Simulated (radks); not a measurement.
Problem. All-electron atom: Br+ in [Ar] 3d10 4s2 4p4. Calculated with a radial shooting solver on a logarithmic mesh with Libxc functionals: scalar-relativistic Kohn-Sham, XLYP, spin-polarised, spherical densities, point nucleus; open shells are filled with parallel spins first. Some entries of the table are withheld. Estimate them.

orbital  occ.  eigenvalue (hartree)  <1/r> (bohr^-1)  <r> (bohr)
1s up       1             -490.0276            35.66     0.04274
1s down     1             -490.0226            35.66     0.04274
2s up       1             -64.12075            7.897      0.1895
2s down     1             -64.11799            7.897      0.1895
2p up       3             -56.61174            7.731      0.1654
2p down     3             -56.60703            7.730      0.1654
3s up       1              -9.14967            2.594      0.5516
3s down     1              -9.14325            2.593      0.5515
3p up       3              -6.77986            2.441      0.5643
3p down     3              -6.77271            2.441      0.5640
3d up       5              -2.85970            2.152      0.5909
3d down     5              -2.85071            2.155      0.5893
4s up       1                   (1)           0.8147         (2)
4s down     1                   (3)           0.8166         (4)
4p up       3              -0.66136           0.6727       1.953
4p down     1              -0.60380           0.6641       1.990

Solution. 
(1) 4s up eigenvalue (hartree): -1.13869
(2) 4s up <r> (bohr): 1.630
(3) 4s down eigenvalue (hartree): -1.07856
(4) 4s down <r> (bohr): 1.632
